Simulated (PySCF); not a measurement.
# Two-component Hartree-Fock for I³²⁺ (iodine, charge +32)

Start: [Ar] 3d3; 3d3/2 filled at m_j = -1/2, +1/2, +3/2. Calculated with PySCF 2.14 in an even-tempered Gaussian basis (16 s from 5.5 bohr⁻², ratio 2.8; 12 p from 7.2 bohr⁻², ratio 2.8; 8 d from 7.2 bohr⁻², ratio 2.8; 3 f from 24 bohr⁻², ratio 3): generalised Hartree-Fock with the X2C-1e Hamiltonian and a Gaussian nucleus; one run each with spin-orbit coupling (SO) switched off, then screened by Boettger's factors.

```json
{"spinor shell": "1s1/2", "electrons": "2", "ε, spin-free (eV)": "-34878.0", "ε, screened SO (eV)": "-34873.3", "weight of nominal j (screened SO)": "1.000", "rms radius, screened SO (bohr)": "0.0311"}
{"spinor shell": "2s1/2", "electrons": "2", "ε, spin-free (eV)": "-6751.8", "ε, screened SO (eV)": "-6749.7", "weight of nominal j (screened SO)": "1.000", "rms radius, screened SO (bohr)": "0.126"}
{"spinor shell": "2p1/2", "electrons": "2", "ε, spin-free (eV)": "-6215.0", "ε, screened SO (eV)": "-6430.8", "weight of nominal j (screened SO)": "1.000", "rms radius, screened SO (bohr)": "0.109"}
{"spinor shell": "2p3/2", "electrons": "4", "ε, spin-free (eV)": "-6215.0", "ε, screened SO (eV)": "-6115.5", "weight of nominal j (screened SO)": "1.000", "rms radius, screened SO (bohr)": "0.113"}
{"spinor shell": "3s1/2", "electrons": "2", "ε, spin-free (eV)": "-2386.4", "ε, screened SO (eV)": "-2385.7", "weight of nominal j (screened SO)": "1.000", "rms radius, screened SO (bohr)": "0.314"}
{"spinor shell": "3p1/2", "electrons": "2", "ε, spin-free (eV)": "-2204.9", "ε, screened SO (eV)": "-2262.5", "weight of nominal j (screened SO)": "0.988", "rms radius, screened SO (bohr)": "0.304"}
{"spinor shell": "3p3/2", "electrons": "4", "ε, spin-free (eV)": "-2204.9", "ε, screened SO (eV)": "-2178.0", "weight of nominal j (screened SO)": "0.994", "rms radius, screened SO (bohr)": "0.314"}
{"spinor shell": "3d3/2", "electrons": "3", "ε, spin-free (eV)": "-2000.9", "ε, screened SO (eV)": "-2004.1", "weight of nominal j (screened SO)": "0.940", "rms radius, screened SO (bohr)": "0.276"}
```

| quantity | spin-free | screened SO |
| --- | --- | --- |
| E (hartree) | -6390.34926 | -6393.10973 |
| M_J | 3/2 | 3/2 |
| ⟨J²⟩ | 6.751 | 4.218 |
| ⟨L²⟩ | 12.001 | 9.549 |
| ⟨S²⟩ | 3.750 | 2.639 |

The determinant has a definite M_J but mixes levels of different J.

Each row is a mean over spinors that exchange with the open shell spreads, by up to 15.717 eV (3p1/2).

Breit and QED terms are absent; they matter most for the inner s and p1/2 levels.

Densities and radii are taken from the X2C orbitals without a picture-change correction, which distorts them close to the nucleus.

Without spin-orbit coupling the j labels of p, d and f shells carry no meaning; the spin-free column gives the mean over the occupied spinors of each nl shell, and its ⟨J²⟩ belongs to a mixture of degenerate components.
